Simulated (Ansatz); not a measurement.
**Two structures, one formula**

The two ends of one reaction step of BNH4OF2, closed shell (PBE0-D4/def2-TZVP).

A:

B1  (-0.630, -0.560, -0.018)
O2  (1.093, 1.424, -0.817)
F3  (-0.152, -1.211, -1.081)
F4  (-1.572, 0.360, -0.241)
H5  (0.330, 1.962, -1.047)
N6  (-0.252, -0.909, 1.274)
H7  (1.279, 0.908, -1.605)
H8  (0.480, -1.571, 1.455)
H9  (-0.576, -0.404, 2.079)
(Å)

B:

B1  (-0.322, -0.057, -0.537)
O2  (0.689, 0.740, -1.118)
F3  (-0.390, -1.372, -0.964)
F4  (-1.582, 0.509, -0.455)
H5  (0.241, 0.769, 1.437)
N6  (0.183, -0.162, 1.038)
H7  (0.545, 0.883, -2.054)
H8  (1.102, -0.591, 1.070)
H9  (-0.467, -0.720, 1.582)
(Å)

Computed with Ansatz 0.2.0 (basis: def2-TZVPP); correlated methods freeze the cores. B3LYP uses VWN-RPA correlation.

Task: Which structure is lower at CCSD(T), and by how much? (Judge from chemistry; the value comes from the calculation.)

Result: Computed: B, by 63.1 kJ/mol (electronic energy, against the other). By their contacts, A is a complex of BNH₂F₂ ([NH2][B]([F])[F]) + H₂O and B is BNH₄OF₂ ([NH3][B]([OH])([F])[F]).

All methods give the same order:

| method | E(B) − E(A) (kJ/mol) |
| --- | --- |
| SPW92 | -80.9 |
| PBE-D4 | -55.9 |
| BLYP-D4 | -44.2 |
| r2SCAN-D4 | -61.9 |
| B97M-V | -55.9 |
| PBE0-D4 | -62.3 |
| B3LYP-D4 | -51.0 |
| r2SCAN0-D4 | -65.8 |
| BHLYP-D4 | -57.8 |
| CAM-B3LYP-D4 | -58.7 |
| wB97X-V | -62.3 |
| wB97M-V | -59.4 |
| B2PLYP | -55.5 |
| PBE-QIDH | -68.0 |
| RPA on PBE | -61.2 |
| HF | -46.5 |
| MP2 | -63.8 |
| CCSD | -61.5 |
| CCSD(T) | -63.1 |

T1 diagnostic: at most 0.011.

Labels in which every atom is bracketed show which atoms are joined, not bond orders.

For scale, one of the runs: CCSD(T)/def2-TZVPP, 211 basis functions, launched by `ansatz run in.yaml --threads 4 --pin off --events-out ev --progress --plain --max-ram 9574MiB`. Time: 120 s of wall clock on 4 CPU threads of an Intel Xeon; the host was shared. Peak host memory: 3.3 GiB.
